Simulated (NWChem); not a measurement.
Molecule: AuH₂OI; SMILES [OH2]->[Au][I]

```xyz
5

Au    -0.0339     0.8336     0.0000
I      0.0204    -1.6939     0.0000
O     -0.0724     3.0429     0.0000
H      0.3713     3.4188     0.7714
H      0.3713     3.4188    -0.7714
```
Atoms are numbered in this order, from 1.

Level: PBE0/def2-SVP with def2 effective core potentials on I, Au (NWChem), optimised geometry, unscaled harmonic frequencies. def2 effective core potentials on I, Au; no spin-orbit coupling.

```json
[
 {"frequency (cm⁻¹)": "89", "IR intensity (km/mol)": "9.6"},
 {"frequency (cm⁻¹)": "90", "IR intensity (km/mol)": "0.9"},
 {"frequency (cm⁻¹)": "206", "IR intensity (km/mol)": "1.8"},
 {"frequency (cm⁻¹)": "330", "IR intensity (km/mol)": "22.0"},
 {"frequency (cm⁻¹)": "470", "IR intensity (km/mol)": "266.6"},
 {"frequency (cm⁻¹)": "602", "IR intensity (km/mol)": "5.4"},
 {"frequency (cm⁻¹)": "1613", "IR intensity (km/mol)": "69.5"},
 {"frequency (cm⁻¹)": "3835", "IR intensity (km/mol)": "119.7"},
 {"frequency (cm⁻¹)": "3931", "IR intensity (km/mol)": "157.7"}
]
```

```
Quantity                                                                            Value
-----------------------------------------------------------------------  ----------------
zero-point energy                                                           16.0 kcal/mol
thermal correction to the enthalpy at 298.15 K (with zero-point energy)     20.1 kcal/mol
heat capacity Cv                                                         15.7 cal/(mol K)
entropy at 298.15 K and 1 atm (symmetry number 1)                        80.2 cal/(mol K)
```

Rigid rotor and harmonic oscillator; modes under 100 cm⁻¹ make the entropy uncertain.
